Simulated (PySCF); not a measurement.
**Telling isomers of C₇H₁₁Cl apart by NMR**

Theory: NMR shieldings at PBE0/pcSseg-1/GIAO, geometry from GFN2-xTB, in PySCF 2.14 (relativity neglected, in vacuum, a single conformation, one averaged value for each set of equivalent atoms).

Shifts are taken against calculated references (same method and geometry level): TMS for 1H, 13C. Where no couplings were computed, multiplicities follow the n + 1 count of equivalent neighbours, and m marks all less simple cases (inequivalent or close neighbours, rings, F or P nearby). Shifts are as computed. Against solution values, carbons near 30 ppm lie about +3 ppm off and those near 130 ppm about +5 ppm; carbons on Cl a further +6 ppm (rms about the fit 2.1 ppm; single classes can miss by 10 ppm). Of 1328 compounds with measured shifts, 309 miss one by over three times the rms of a fit or turn the order of signals round; such compounds aren't used in these exercises. Signals without a measured value on file couldn't be tested in this way; 1H shifts scatter by 0.2 ppm about their fit, and single ones miss by 0.5 ppm. Carbons bonded to Cl come out too deshielded.

(1) Tabulate the signals of `Cl[C@@H]1[C@H]2CCCC[C@@H]12`, `Cl[C@@H]1C[C@@H]2CC[C@H]1C2` and their relative energies.

(2) What is the quickest way to tell Cl[C@@H]1[C@H]2CCCC[C@@H]12 from Cl[C@@H]1C[C@@H]2CC[C@H]1C2?

## Answers

(1) 
```tsv
SMILES	carbon types	δC	δH	E rel. (kcal/mol)
Cl[C@@H]1[C@H]2CCCC[C@@H]12	3×CH 4×CH2	43.9, 26.4, 25.3, 24.9	2.36 (m, 1H), 1.95 (m, 2H), 1.74 (m, 2H), 1.22 (m, 2H), 1.21 (m, 2H), 0.98 (m, 2H)	16.0
Cl[C@@H]1C[C@@H]2CC[C@H]1C2	3×CH 4×CH2	65.6, 47.4, 45.0, 40.6, 39.9, 32.1, 24.6	4.14 (m, 1H), 2.38 (m, 1H), 2.21 (m, 1H), 2.18 (m, 1H), 2.05 (m, 1H), 1.63 (m, 1H), 1.42 (m, 1H), 1.32 (m, 1H), 1.28 (m, 1H), 1.20 (m, 1H), 1.20 (m, 1H)	0.0
```

Energies are electronic energies at PBE0/pcSseg-1 on these geometries, without zero-point or thermal terms, each for the one conformer computed, which needn't be the lowest.

(2) Count the carbon signals: 4 against 7. The first has a three-membered-ring carbon (CH) at 25.3 ppm, the second an sp3 CH bonded to Cl at 65.6 ppm. Their most deshielded carbons lie at 43.9 and 65.6 ppm. In the proton spectra the most deshielded non-exchanging signals are 2.36 (m, 1H) and 4.14 (m, 1H).
